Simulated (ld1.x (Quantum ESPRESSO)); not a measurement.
# Reading a pseudo-wave (potassium (K))

Columns: radius, all-electron u(r) and pseudo u(r) of the 3s shell (level -35.73 eV) of potassium in the configuration [Ne] 3s2 3p6 4s0.75 4p0.25; PBE, scalar-relativistic, TM semilocal scheme, ld1.x (Quantum ESPRESSO) 7.5.

```csv
r (bohr),all-electron,pseudo
0.108,-0.0058,0.1244
0.215,-0.4536,0.2459
0.322,-0.4443,0.3642
0.430,-0.1643,0.4784
0.538,0.1843,0.5855
0.645,0.4921,0.6823
0.752,0.7247,0.7666
0.860,0.8784,0.8356
0.968,0.9597,0.8846
1.075,0.9835,0.9098
1.182,0.9664,0.9103
1.290,0.9208,0.8860
1.398,0.8578,0.8403
1.505,0.7862,0.7794
1.612,0.7113,0.7094
1.720,0.6362,0.6359
1.828,0.5643,0.5643
1.935,0.4976,0.4976
2.042,0.4364,0.4364
2.150,0.3805,0.3805
2.258,0.3305,0.3305
2.365,0.2865,0.2865
2.472,0.2477,0.2477
2.580,0.2134,0.2134
2.688,0.1834,0.1834
2.795,0.1576,0.1576
```

**Question.** How many radial nodes do the two functions have?

**Answer.** The all-electron 3s function has n − l − 1 = 2 (the table is too coarse to show those close to the nucleus); the pseudo-wave has 0, since the states of the same l below it are removed with the core.

**Question.** At about which radius was the pseudo-wave matched?

**Answer.** 1.95 bohr. The columns agree to 0.0005 from 1.72 bohr on; several derivatives are matched, so the curves merge somewhat inside the radius.

**Question.** Is the pseudo-wave norm-conserving?

**Answer.** Yes: the TM semilocal scheme keeps the norm inside the radius equal to the all-electron one, which fixes the energy derivative of the logarithmic derivative at the level.
